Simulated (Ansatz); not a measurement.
`C=C(F)C=C(F)F` + `[NH2][SnH3]` → `C=C(F)[NH][SnH3]` + `C=C(F)F`  (substitution at a C–C bond)

Isolated molecules relaxed with PBE0-D4/def2-TZVP in Ansatz; ΔE leaves out vibrations. CCSD(T)/CBS adds triple-zeta CCSD(T) − MP2 to the extrapolated MP2 energy (def2 sets, frozen cores). Functionals use def2-TZVPP. B3LYP here is the variant with VWN-RPA as its local correlation; programs differ in this. def2 core potentials past Kr. For Sn outer-core shells are correlated without core-valence functions, which leaves a few kJ/mol of doubt a bond. One conformer a species, not always the lowest.

```tsv
level	ΔE (kJ/mol)
B3LYP-D4	-7.9
ωB97M-V	-12.0
PBE0	-6.1
HF/def2-TZVPP	-16.8
MP2/def2-TZVPP	-6.6
MP2/def2-QZVPP	-6.8
SCS-MP2/def2-QZVPP	-7.2
MP2/CBS(def2)	-7.1
```

Question: What does CCSD(T)/CBS give? (Best estimate.)

Answer: The calculation gave: -6.2 kJ/mol. The listed levels differ from it by -1.7, -5.8, 0.1, -10.6, -0.4, -0.6, -1.0, -0.9 kJ/mol.

Largest T1 diagnostic among the species: 0.013.

From PBE to PBE0 (25 % exact exchange), in def2-TZVPP and without D4, ΔE moves by −4.6 kJ/mol. In def2-TZVPP, CCSD(T) changes the Hartree–Fock value by +11.0 kJ/mol (the triples alone add +2.3 kJ/mol) and MP2 by +10.1 kJ/mol.
